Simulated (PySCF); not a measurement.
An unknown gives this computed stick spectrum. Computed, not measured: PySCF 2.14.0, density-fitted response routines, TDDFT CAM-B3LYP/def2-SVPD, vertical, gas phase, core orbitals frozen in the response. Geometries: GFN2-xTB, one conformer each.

| state | E (eV) | f |
| --- | --- | --- |
| S1 | 6.39 | 0.0086 |
| S2 | 6.69 | 0.098 |
| S3 | 7.08 | 0.019 |
| S4 | 7.09 | 0.062 |
| S5 | 7.15 | 0.043 |
| S6 | 7.25 | 0.040 |
| S7 | 7.34 | 0.021 |
| S8 | 7.40 | 0.010 |

Triplets computed (Tamm–Dancoff): 4.32, 5.99, 6.27 eV.

Problem. Which candidate is it? All have the formula C4H8ClFSi2.
A. `C=C[Si@@]1(Cl)C[SiH2][C@@H]1F`
B. `F[C@@H](Cl)[C@H]1C=C[SiH2][SiH2]1`
C. `C=C[Si@@]1(Cl)C[SiH2][C@H]1F`
D. `C=C(F)[C@@H]1[SiH2]C[Si@@H]1Cl`
E. `C[SiH2]C#C[Si@](F)(C)Cl`

Solution. B. Its S1, at 6.39 eV, is the highest among the candidates; the nearest of the others has S1 at 5.88 eV. S1 is HOMO-1→LUMO (75%), HOMO-1→LUMO+2 (11%). Löwdin shares by element: HOMO carbon 72% or more, silicon 7% or more (atoms not listed hold the other 21%); LUMO carbon 42% or more, silicon 22% (atoms not listed hold the other 36%). At the same level the other candidates give, for their lowest levels:
- `C=C[Si@@]1(Cl)C[SiH2][C@@H]1F`: 5.80 eV (f 0.024); 6.05 eV (f 0.030); 6.58 eV (f 0.096); 6.66 eV (f 0.338); 6.87 eV (f 0.005); T1 4.28 eV; HOMO -8.86, LUMO 0.13 eV
- `C[SiH2]C#C[Si@@](C)(F)Cl`: 5.62 eV (f 0.000); 5.87 eV (f 0.002); 5.89 eV (f 0.002); 7.73 eV (f 0.521); 7.84 eV (f 0.520); T1 4.68 eV; HOMO -9.70, LUMO 0.24 eV
- `C=C(F)[C@@H]1[SiH2]C[Si@@H]1Cl`: 5.88 eV (f 0.004); 6.29 eV (f 0.015); 6.56 eV (f 0.204); 6.73 eV (f 0.357); 7.12 eV (f 0.017); T1 4.28 eV; HOMO -8.15, LUMO 0.62 eV
- `C=C[Si@@]1(Cl)C[SiH2][C@H]1F`: 5.77 eV (f 0.029); 6.25 eV (f 0.005); 6.60 eV (f 0.230); 6.72 eV (f 0.177); 6.95 eV (f 0.016); T1 4.28 eV; HOMO -8.90, LUMO 0.10 eV
